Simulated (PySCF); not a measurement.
Compound: C9H9Cl.
Atom-mapped SMILES: `[CH2:1]=[CH:2][C:3]1=[CH:4][CH:5]=[C:6]([Cl:7])[CH:8]=[CH:9][CH2:10]1` (hydrogens: H11, H12 on C1; H13 on C2; H14 on C4; H15 on C5; H16 on C8; H17 on C9; H18, H19 on C10)

The same species was optimised twice, with GFN2-xTB and with PBE0-D3(BJ)/def2-SVP (PySCF), and the same property calculations (PySCF, gas phase) were run on both structures.

```csv
coordinate,GFN2-xTB,PBE0-D3(BJ)/def2-SVP,change
C5=C6 (Å),1.356,1.367,+0.011
C1=C2 (Å),1.331,1.342,+0.011
C8=C9 (Å),1.339,1.349,+0.010
C2–C3 (Å),1.447,1.456,+0.009
C3=C4 (Å),1.356,1.365,+0.009
C6–C8 (Å),1.434,1.443,+0.009
C4–C5 (Å),1.426,1.434,+0.008
C9–C10 (Å),1.491,1.495,+0.004
C6–Cl7 (Å),1.741,1.743,+0.002
C3–C10 (Å),1.504,1.506,+0.002
C3–C10–C9 (°),104.5,107.9,+3.4
C4–C5–C6 (°),124.5,125.4,+0.9
C8–C9–C10 (°),121.1,121.7,+0.6
C3–C4–C5 (°),125.8,126.4,+0.6
C2–C3–C4 (°),120.4,119.9,-0.5
C5–C6–C8 (°),125.8,126.2,+0.4
C2–C3–C10 (°),121.5,121.8,+0.3
Cl7–C6–C8 (°),115.4,115.2,-0.2
C1–C2–C3–C4 (°),170,177,+7
```

Rotational constants: A = 3329, B = 619.6, C = 546.8 MHz (GFN2-xTB) against A = 3300, B = 604.7, C = 531.5 MHz (PBE0-D3(BJ)/def2-SVP). Point groups within 0.08 Å: C1 and C1.

On the GFN2-xTB structure: HOMO (eV) -6.28 [PBE0/pcSseg-1]; LUMO (eV) -1.68 [PBE0/pcSseg-1]; dipole (D) 2.06 [PBE0/pcSseg-1]; GIAO shielding of C1 (ppm) 65.3 [PBE0/pcSseg-1]; GIAO shielding of C2 (ppm) 41.5 [PBE0/pcSseg-1]; GIAO shielding of C3 (ppm) 53.4 [PBE0/pcSseg-1]; GIAO shielding of C4 (ppm) 55.7 [PBE0/pcSseg-1]; GIAO shielding of C5 (ppm) 50.6 [PBE0/pcSseg-1]; GIAO shielding of C6 (ppm) 38.5 [PBE0/pcSseg-1]; GIAO shielding of Cl7 (ppm) 677.3 [PBE0/pcSseg-1]; GIAO shielding of C8 (ppm) 52.3 [PBE0/pcSseg-1].

Q: What do these properties become on the PBE0-D3(BJ)/def2-SVP structure?

A: 
```csv
property,level,on GFN2-xTB,on PBE0-D3(BJ)/def2-SVP,change
HOMO (eV),PBE0/pcSseg-1,-6.28,-6.23,+0.05
LUMO (eV),PBE0/pcSseg-1,-1.68,-1.81,-0.13
dipole (D),PBE0/pcSseg-1,2.06,2.04,-0.02
"energy, GFN2-xTB geometry as zero (kcal/mol)",PBE0/pcSseg-1,0.0,-0.8,-0.8
GIAO shielding of C1 (ppm),PBE0/pcSseg-1,65.3,62.2,-3.1
GIAO shielding of C2 (ppm),PBE0/pcSseg-1,41.5,39.0,-2.5
GIAO shielding of C3 (ppm),PBE0/pcSseg-1,53.4,50.8,-2.6
GIAO shielding of C4 (ppm),PBE0/pcSseg-1,55.7,52.1,-3.6
GIAO shielding of C5 (ppm),PBE0/pcSseg-1,50.6,48.0,-2.6
GIAO shielding of C6 (ppm),PBE0/pcSseg-1,38.5,35.6,-2.9
GIAO shielding of Cl7 (ppm),PBE0/pcSseg-1,677.3,669.1,-8.2
GIAO shielding of C8 (ppm),PBE0/pcSseg-1,52.3,47.8,-4.5
```

The heavy atoms differ by 0.070 Å rms after alignment. Among bonds between heavy atoms C1=C2, C5=C6 and C8=C9 change most and about equally (+0.010 to +0.011 Å). Changes are differences of the printed values. Neither structure is proved a minimum here.

Conformer computed: `[CH2:1]=[CH:2][C:3]1=[CH:4][CH:5]=[C:6]([Cl:7])[CH:8]=[CH:9][CH2:10]1`: C1–C2–C3–C4 177°.
